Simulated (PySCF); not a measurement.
Computed shifts of a molecule C4H4ClF, PBE/pcSseg-1 run with PySCF, GIAO, gas phase, atoms alike by connectivity averaged where their shifts nearly agree, in ppm (number of nuclei): ¹³C: 203.0 (1), 149.9 (1), 117.8 (1), 24.4 (1). ¹⁹F: -111.1 (1). ¹H: 6.69 (1), 2.29 (3). References: ¹³C against TMS (σ = 182.0 ppm); ¹⁹F against CFCl3 (σ = 133.6 ppm); ³⁵Cl against HCl (σ = 936.5 ppm); ¹H against TMS (σ = 31.49 ppm), references at their B3LYP-D3(BJ)/def2-TZVP geometries, non-relativistic (without spin–orbit terms, shifts of atoms bonded to Cl or Br come out too high). The structure is a stationary point at B3LYP-D3(BJ)/def2-SVP. Other conformers were not sampled.

Q: Which structure fits?
A. CC(Cl)=C=CF
B. F[C@@H]1CC=C1Cl
C. CC=C=C(F)Cl
D. C=C(F)/C=C\Cl

A: C, CC=C=C(F)Cl
